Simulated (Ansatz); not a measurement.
Calculated with Ansatz (gas phase, PBE0-D4/def2-TZVP geometries, no zero-point term in ΔE). CBS: MP2 limit from def2 TZ/QZ plus the TZ coupled-cluster correction, frozen cores. DFT in def2-TZVPP. Elements past krypton have def2 core potentials. For In outer-core shells are correlated without core-valence functions, which leaves a few kJ/mol of doubt a bond. Each species was taken in one conformer, which may not be the lowest.

Consider the redistribution: `[NH2][In]([NH2])[SH]` + `C=C[Si](N)(F)O[SiH3]` → `[NH2][In]([SH])[O][SiH3]` + `C=C[Si](N)(N)F`.

```csv
level,ΔE (eV)
PBE-D4,0.14
r2SCAN-D4,0.15
ωB97M-V,0.18
PBE,0.12
PBE0,0.16
CCSD(T)/def2-TZVPP,0.19
SCS-MP2/def2-QZVPP,0.18
MP2/CBS(def2),0.17
```

Question: What does CCSD(T)/CBS give? (An estimate is asked.)

Answer: Computed: +0.17 eV. The listed levels differ from it by -0.03, -0.02, 0.01, -0.05, -0.01, 0.02, 0.01, 0.00 eV.

Largest T1 diagnostic among the species: 0.015.

In def2-TZVPP, CCSD(T) changes the Hartree–Fock value by −0.04 eV (the triples alone add −0.02 eV) and MP2 by −0.05 eV. From PBE to PBE0 (25 % exact exchange), in def2-TZVPP and without D4, ΔE moves by +0.03 eV.
